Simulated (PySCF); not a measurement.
C2H3I, SMILES C=CI. The structure is a stationary point at B3LYP-D3(BJ)/def2-TZVP. The def2 effective core potentials stand for the cores of I; spin–orbit coupling is left out.

**Question.** Give the equilibrium geometry at B3LYP-D3(BJ)/def2-TZVP (PySCF confirms it by a frequency run) as a Z-matrix, and its point group. (An estimate is asked for; the answer gives what the named calculation found.)

**Answer.** point group Cs.
```
C
C 1 1.3202
H 1 1.0803 2 123.79
H 2 1.0815 1 122.89 3 -180.00
H 2 1.0843 4 117.47 1 180.00
I 1 2.1005 3 112.44 2 -180.00
```
